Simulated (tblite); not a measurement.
Species: CH4NOSi (doublet state).
Bonds: N1–C2 (double), C2–O3, O3–Si4. Hydrogens: H5 on C2; H6, H7, H8 on Si4.
Bond orders are those of one Lewis drawing.

Computed with GFN2-xTB (tblite), gas phase: L-BFGS steps from a force-field or distance-geometry start until the largest atomic force falls under 0.01 eV/Å.

Step 13: E = -349.6102 eV
```
atom  x, y, z in Å  |  force x, y, z in eV/Å
N1      1.6997    0.8563    0.7802    0.064  -0.020  -0.019
C2      1.4573   -0.0934    0.0458   -0.064   0.011   0.028
O3      0.3100   -0.5763   -0.4126    0.086  -0.050  -0.037
Si4    -1.1844    0.0436   -0.0702   -0.055   0.011   0.007
H5      2.3111   -0.6936   -0.3281    0.026  -0.002  -0.008
H6     -1.2232    1.4161   -0.5685   -0.060  -0.024   0.053
H7     -1.3823   -0.0415    1.3748   -0.052   0.048  -0.050
H8     -1.9790   -0.9019   -0.8459    0.055   0.027   0.027
```

Step 14: E = -349.6110 eV
```
atom  x, y, z in Å  |  force x, y, z in eV/Å
N1      1.7005    0.8560    0.7797    0.062  -0.020  -0.013
C2      1.4560   -0.0937    0.0464   -0.021  -0.004   0.004
O3      0.3094   -0.5759   -0.4127    0.070  -0.047  -0.029
Si4    -1.1851    0.0445   -0.0697   -0.010  -0.011  -0.003
H5      2.3100   -0.6951   -0.3296    0.005   0.016   0.009
H6     -1.2252    1.4146   -0.5653   -0.061   0.031   0.028
H7     -1.3839   -0.0387    1.3723   -0.059   0.040   0.006
H8     -1.9727   -0.9023   -0.8456    0.014  -0.006  -0.002
```

Step 15: E = -349.6115 eV
```
atom  x, y, z in Å  |  force x, y, z in eV/Å
N1      1.7024    0.8554    0.7791    0.051  -0.018  -0.007
C2      1.4548   -0.0941    0.0468    0.023  -0.013  -0.012
O3      0.3096   -0.5767   -0.4134    0.026  -0.027  -0.013
Si4    -1.1857    0.0449   -0.0694    0.034  -0.022  -0.012
H5      2.3094   -0.6955   -0.3303   -0.004   0.022   0.016
H6     -1.2274    1.4145   -0.5628   -0.058   0.053   0.016
H7     -1.3859   -0.0362    1.3711   -0.059   0.034   0.033
H8     -1.9681   -0.9029   -0.8456   -0.013  -0.028  -0.021
```

Step 16: E = -349.6121 eV
```
atom  x, y, z in Å  |  force x, y, z in eV/Å
N1      1.7055    0.8545    0.7784    0.035  -0.015  -0.002
C2      1.4539   -0.0946    0.0472    0.065  -0.019  -0.026
O3      0.3104   -0.5780   -0.4144   -0.027   0.003   0.010
Si4    -1.1856    0.0449   -0.0694    0.066  -0.022  -0.015
H5      2.3087   -0.6960   -0.3311    0.000   0.020   0.018
H6     -1.2314    1.4153   -0.5594   -0.050   0.054   0.007
H7     -1.3897   -0.0324    1.3703   -0.053   0.024   0.044
H8     -1.9628   -0.9043   -0.8461   -0.036  -0.045  -0.036
```

Task: Estimate the geometry and energy of step 17. (The exact step hangs on the optimiser's Hessian estimate; all steps are aligned on step 16, rigid shifts and turns removed.)

Result: E = -349.6129 eV, largest force 0.095 eV/Å
```
atom  x, y, z in Å  |  force x, y, z in eV/Å
N1      1.7098    0.8531    0.7775    0.019  -0.012   0.002
C2      1.4543   -0.0954    0.0473    0.086  -0.020  -0.034
O3      0.3119   -0.5796   -0.4154   -0.068   0.037   0.035
Si4    -1.1843    0.0445   -0.0696    0.062  -0.010  -0.011
H5      2.3079   -0.6968   -0.3322    0.020   0.008   0.014
H6     -1.2377    1.4173   -0.5547   -0.035   0.035   0.000
H7     -1.3957   -0.0270    1.3698   -0.038   0.011   0.035
H8     -1.9571   -0.9067   -0.8473   -0.045  -0.050  -0.041
```

The energy changes by -0.0008 eV. The first-order estimate −F·Δx gives -0.0010 eV and the mean of the old and new forces, exact on a quadratic surface, -0.0008 eV. The step makes an angle of 64° with the force vector and moves no atom by more than 0.008 Å.

The cost below is that of the whole relaxation. On one thread of an Arm Neoverse N1, no GPU, on a shared host, this took 0.14 s.
